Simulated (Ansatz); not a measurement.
Ideal-gas functions of `[NH2][Sn]([F])[Cl]` radical at 600 K and 1 bar, from an Ansatz frequency run at PBE0-D4/def2-TZVP.

Molar mass 189.18 g/mol, point group C1 (symmetry number 1), electronic degeneracy 2, moments of inertia 113.572, 222.903, 279.366 u Å². Harmonic wavenumbers (cm⁻¹, unscaled): 93, 131, 156, 218, 353, 514, 600, 646, 800, 1551, 3506, 3611.

Use S(trans) = R[1.5 ln M + 2.5 ln T − 1.1517]; rotational temperatures θ = 24.2544 K / I; S(rot) = R[ln(√π/σ · √(T³/θAθBθC)) + 1.5]; for each mode x = 1.438777 ν̃/T, S = R[x/(eˣ − 1) − ln(1 − e⁻ˣ)] and H = RT x/(eˣ − 1); 1 cm⁻¹ = 0.0119627 kJ/mol; R = 8.31446 J/(mol·K).

Task: By hand: the entropy, in J/(mol·K).

Result: Translation 188.8. Rotation: θ = 0.2136, 0.1088, 0.0868 K, giving 122.8. Vibration, mode by mode: 20.81, 17.98, 16.54, 13.80, 9.94, 7.08, 5.97, 5.46, 4.07, 0.97, 0.02, 0.01, in all 102.7. Electronic 5.8. Sum 420.1 J/(mol·K).

Task: By hand: H − E and G − E in kJ/mol, counted from the electronic energy.

Result: Zero-point energy ½ × 12179 × 0.0119627 = 72.8; thermal vibration 28.8; translation, rotation and pV give 4 RT = 20.0. H − E = 121.6 kJ/mol, and G − E = 121.6 − 600 × 420.1/1000 = -130.5 kJ/mol.

Vibration gives 24 % of the entropy, 38.8 J/(mol·K) of it from the modes under 150 cm⁻¹: soft modes count most, and the harmonic formula is weakest for them. The sum counts one conformer and one mirror image; others add a mixing term.
